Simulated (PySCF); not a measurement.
## Two-component Hartree-Fock for Xe⁴¹⁺ (xenon, charge +41)

Start: [Ne] 3s2 3p1; 3p3/2 filled at m_j = +3/2. Calculated with PySCF 2.14 in an even-tempered Gaussian basis (18 s from 8.9 bohr⁻², ratio 2.4; 14 p from 12 bohr⁻², ratio 2.4; 4 d from 40 bohr⁻², ratio 2.6; 4 f from 59 bohr⁻², ratio 2.6): generalised Hartree-Fock with the X2C-1e Hamiltonian and a Gaussian nucleus; one run each with spin-orbit coupling (SO) screened by Boettger's factors, then bare. This is a chosen level, not necessarily the ground level.

| spinor shell | electrons | ε, screened SO (eV) | ε, bare SO (eV) | weight of nominal j (bare SO) | rms radius, bare SO (bohr) |
| --- | --- | --- | --- | --- | --- |
| 1s1/2 | 2 | -37348.7 | -37348.5 | 1.000 | 0.0305 |
| 2s1/2 | 2 | -7980.3 | -7980.2 | 1.000 | 0.122 |
| 2p1/2 | 2 | -7660.1 | -7670.0 | 1.000 | 0.105 |
| 2p3/2 | 4 | -7324.8 | -7320.9 | 1.000 | 0.110 |
| 3s1/2 | 2 | -3163.9 | -3163.9 | 1.000 | 0.292 |
| 3p3/2 | 1 | -2986.3 | -2985.3 | 1.000 | 0.287 |

```tsv
quantity	screened SO	bare SO
E (hartree)	-5916.27029	-5916.39676
M_J	3/2	3/2
⟨J²⟩	3.751	3.751
⟨L²⟩	2.008	2.009
⟨S²⟩	0.758	0.758
```

Each row is a mean over spinors that exchange with the open shell spreads, by up to 19.543 eV (3s1/2).

Breit and QED terms are absent; they matter most for the inner s and p1/2 levels.

Densities and radii are taken from the X2C orbitals without a picture-change correction, which distorts them close to the nucleus.
